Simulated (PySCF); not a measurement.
Radial density of N²⁺ (nitrogen, charge +2)

UHF, [He] 2s2 2p1, 2P determinant. Calculation: PySCF 2.14, in cc-pVDZ; the non-relativistic Hamiltonian (point nucleus).

| r (bohr) | 4πr²ρ (e/bohr) | 4πr²(ρα − ρβ) |
| --- | --- | --- |
| 0.00476 | 0.05517 | 0.0000 |
| 0.00801 | 0.1499 | 0.0001 |
| 0.0135 | 0.3915 | 0.0002 |
| 0.0227 | 0.9764 | 0.0005 |
| 0.0381 | 2.226 | 0.0014 |
| 0.0641 | 4.404 | 0.0039 |
| 0.108 | 6.827 | 0.0128 |
| 0.181 | 7.106 | 0.0540 |
| 0.305 | 3.964 | 0.2081 |
| 0.513 | 1.813 | 0.5594 |
| 0.863 | 2.653 | 0.8700 |
| 1.45 | 1.616 | 0.4886 |
| 2.44 | 0.1677 | 0.0411 |
| 4.11 | 0.003194 | 0.0014 |
